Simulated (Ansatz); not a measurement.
Start from `C[N](C)[Nb](=[NH])([N](C)C)[N](C)C` and change one element to get `C[N](C)[V](=[NH])([N](C)C)[N](C)C`.

Ansatz, PBE0-D4/def2-TZVP geometries, multiplicity 1. Each molecule was computed in one conformer, which needn't be the lowest.

Elements past krypton have def2 core potentials. Scalar relativity is left out up to krypton.

```
                             property  `C[N](C)[Nb](=[NH])([N](C)C)[N](C)C`
   HOMO energy (PBE0/def2-TZVPP) / eV                                 -5.62
HOMO energy (ωB97M-V/def2-TZVPP) / eV                                 -7.80
   LUMO energy (PBE0/def2-TZVPP) / eV                                  0.03
  HOMO–LUMO gap (PBE/def2-TZVPP) / eV                                  3.67
HOMO–LUMO gap (B3LYP/def2-TZVPP) / eV                                  5.25
LUMO energy (ωB97M-V/def2-TZVPP) / eV                                  1.49
```

Question: What does the change do to each property? (Best estimate.)

Answer: Computed: 
| property | `C[N](C)[V](=[NH])([N](C)C)[N](C)C` | shift |
| --- | --- | --- |
| HOMO energy (PBE0/def2-TZVPP) / eV | -5.84 | -0.22 |
| HOMO energy (ωB97M-V/def2-TZVPP) / eV | -8.06 | -0.26 |
| LUMO energy (PBE0/def2-TZVPP) / eV | -1.11 | -1.14 |
| HOMO–LUMO gap (PBE/def2-TZVPP) / eV | 2.68 | -0.99 |
| HOMO–LUMO gap (B3LYP/def2-TZVPP) / eV | 4.30 | -0.95 |
| LUMO energy (ωB97M-V/def2-TZVPP) / eV | 0.97 | -0.52 |

With PBE0 the HOMO falls by 0.22 eV and the LUMO falls by 1.14 eV, so the gap narrows by about 0.92 eV. PBE moves the HOMO by -0.20 eV and ωB97M-V by -0.26 eV.

B3LYP here is the variant with VWN-RPA as its local correlation; programs differ in this.
